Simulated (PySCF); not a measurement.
Species: C9H10OSi.
Atom-mapped SMILES: `[CH3:1][O:2][C:3]1=[CH:4][c:5]2[cH:6][cH:7][cH:8][cH:9][c:10]2[SiH2:11]1` (hydrogens: H12, H13, H14 on C1; H15 on C4; H16 on C6; H17 on C7; H18 on C8; H19 on C9; H20, H21 on Si11)

Method: PBE0-D3(BJ)/def2-SVP geometry optimisation, gas phase (PySCF); density fitting, grid level 1; the optimiser is geomeTRIC in internal coordinates, started from a GFN2-xTB structure.

Step 0: E = -19392.9145 eV
```
atom  x, y, z in Å  |  force x, y, z in eV/Å
C1      2.4153    0.5728    0.1016   -0.267  -0.492   0.031
O2      1.7117   -0.6471    0.1741   -0.431   0.219  -0.029
C3      0.3601   -0.5927    0.1150    1.281  -0.697   0.108
C4     -0.4260    0.4914   -0.0064   -0.011   0.123  -0.012
C5     -1.8540    0.2265   -0.0414    0.077  -0.155   0.011
C6     -2.8305    1.2036   -0.1615   -0.015   0.029   0.000
C7     -4.1684    0.8406   -0.1849   -0.042  -0.016   0.002
C8     -4.5353   -0.4902   -0.0896   -0.163  -0.023  -0.004
C9     -3.5603   -1.4731    0.0307   -0.008  -0.052   0.003
C10    -2.2238   -1.1310    0.0563    0.097  -0.465   0.038
Si11   -0.6703   -2.1866    0.2066   -0.341   1.311  -0.120
H12     3.4721    0.3198    0.1657    0.312  -0.005   0.013
H13     2.1448    1.2338    0.9311   -0.075   0.208   0.231
H14     2.2170    1.0865   -0.8444   -0.051   0.168  -0.267
H15    -0.0813    1.5125   -0.0773    0.259   0.424  -0.025
H16    -2.5485    2.2449   -0.2365    0.128   0.420  -0.030
H17    -4.9291    1.6028   -0.2782   -0.314   0.315  -0.040
H18    -5.5798   -0.7654   -0.1088   -0.440  -0.113  -0.008
H19    -3.8510   -2.5118    0.1048   -0.192  -0.439   0.029
H20    -0.4325   -3.0797   -0.9279    0.114  -0.413  -0.357
H21    -0.5291   -2.8766    1.4894    0.084  -0.349   0.425
```

Step 1: E = -19393.0061 eV
```
atom  x, y, z in Å  |  force x, y, z in eV/Å
C1      2.4163    0.5864    0.1065    0.092   0.091  -0.008
O2      1.7401   -0.6402    0.1788    0.112  -0.056  -0.001
C3      0.4071   -0.6122    0.1145   -0.258   0.076  -0.005
C4     -0.4016    0.4729   -0.0117    0.085   0.028  -0.002
C5     -1.8461    0.2092   -0.0464   -0.047  -0.049   0.004
C6     -2.8240    1.1990   -0.1654    0.022   0.080  -0.008
C7     -4.1745    0.8475   -0.1843   -0.048   0.076  -0.008
C8     -4.5647   -0.4851   -0.0861   -0.028  -0.037   0.002
C9     -3.5922   -1.4835    0.0326   -0.045  -0.094   0.006
C10    -2.2435   -1.1512    0.0539    0.142   0.045  -0.002
Si11   -0.6741   -2.1636    0.2004    0.026  -0.105   0.013
H12     3.4905    0.3671    0.1701   -0.034  -0.001   0.002
H13     2.1324    1.2546    0.9404   -0.011  -0.041  -0.027
H14     2.2090    1.1070   -0.8467   -0.010  -0.035   0.033
H15    -0.0429    1.5042   -0.0842   -0.023  -0.031   0.006
H16    -2.5298    2.2502   -0.2436   -0.012  -0.034   0.004
H17    -4.9336    1.6299   -0.2774    0.027  -0.023   0.003
H18    -5.6250   -0.7503   -0.1015    0.024   0.005   0.000
H19    -3.9046   -2.5301    0.1097    0.013   0.033  -0.002
H20    -0.4232   -3.1161   -0.9249   -0.010   0.036   0.003
H21    -0.5144   -2.9147    1.4837   -0.016   0.034  -0.011
```

Task: Estimate the geometry and energy of step 2. (The exact step hangs on the optimiser's Hessian estimate; all steps are aligned on step 1, rigid shifts and turns removed.)

Result: E = -19393.0075 eV, largest force 0.078 eV/Å
```
atom  x, y, z in Å  |  force x, y, z in eV/Å
C1      2.4242    0.5803    0.1048   -0.003   0.037  -0.001
O2      1.7371   -0.6410    0.1789    0.018  -0.042  -0.004
C3      0.4013   -0.6045    0.1159   -0.071   0.032   0.003
C4     -0.4058    0.4811   -0.0095    0.074  -0.022   0.003
C5     -1.8499    0.2126   -0.0451   -0.037   0.005   0.001
C6     -2.8290    1.2023   -0.1645   -0.008  -0.002  -0.001
C7     -4.1791    0.8473   -0.1847    0.029  -0.017   0.002
C8     -4.5623   -0.4886   -0.0874   -0.050  -0.025   0.000
C9     -3.5895   -1.4874    0.0317   -0.002   0.040  -0.003
C10    -2.2414   -1.1491    0.0540    0.039   0.030  -0.003
Si11   -0.6737   -2.1595    0.2017    0.030  -0.054   0.004
H12     3.4956    0.3529    0.1705   -0.005  -0.005   0.002
H13     2.1409    1.2492    0.9366    0.000   0.001  -0.001
H14     2.2190    1.0978   -0.8490   -0.001   0.000   0.001
H15    -0.0500    1.5125   -0.0807    0.000   0.001   0.000
H16    -2.5370    2.2532   -0.2414    0.002  -0.003   0.001
H17    -4.9402    1.6263   -0.2778   -0.001  -0.006   0.001
H18    -5.6211   -0.7566   -0.1037   -0.007   0.000  -0.001
H19    -3.8991   -2.5338    0.1082   -0.001   0.006  -0.001
H20    -0.4221   -3.1072   -0.9256   -0.001   0.012  -0.008
H21    -0.5166   -2.9069    1.4856   -0.005   0.013   0.005
```

The energy changes by -0.0015 eV. The first-order estimate −F·Δx gives -0.0031 eV and the mean of the old and new forces, exact on a quadratic surface, -0.0015 eV. The step makes an angle of 79° with the force vector and moves no atom by more than 0.015 Å.

The cost below is that of the whole optimisation. Cost: about 7 min of CPU time on one thread; the machine was shared, so the figure is rough.
